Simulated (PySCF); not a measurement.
A run for PySCF: R-B3LYP/6-31G* on CH7PSi (SMILES C[SiH2]P), a point of a torsion scan.

```python
from pyscf import gto, scf, dft, mp
from pyscf.data.elements import chemcore

mol = gto.M(
    atom='''
    C    -1.22126885    0.63237053   -0.08854154
    Si   -0.08347666   -0.87828879    0.07689256
    P     2.02503512   -0.15367594   -0.19611453
    H    -2.26570353    0.34421746   -0.02619150
    H    -1.03036990    1.36182961    0.69420914
    H    -1.06817376    1.12898643   -1.04295107
    H    -0.29732626   -1.53935782    1.37233998
    H    -0.34808492   -1.84993957   -0.99101236
    H     2.25215902    0.11437289    1.14148545
    H     2.59267030   -1.41058562   -0.09557613
    ''',
    basis='6-31g*',
    cart=True,
    charge=0, spin=0, verbose=3, max_memory=1800)
mf = dft.RKS(mol, xc='b3lyp')
mf.conv_tol = 1e-8
mf.max_cycle = 100
mf.kernel()
if not mf.converged:
    mf = mf.newton().run(mf.mo_coeff, mf.mo_occ)
```

**Question.** Predict the final total energy.

**Answer.** -673.1692 hartree.
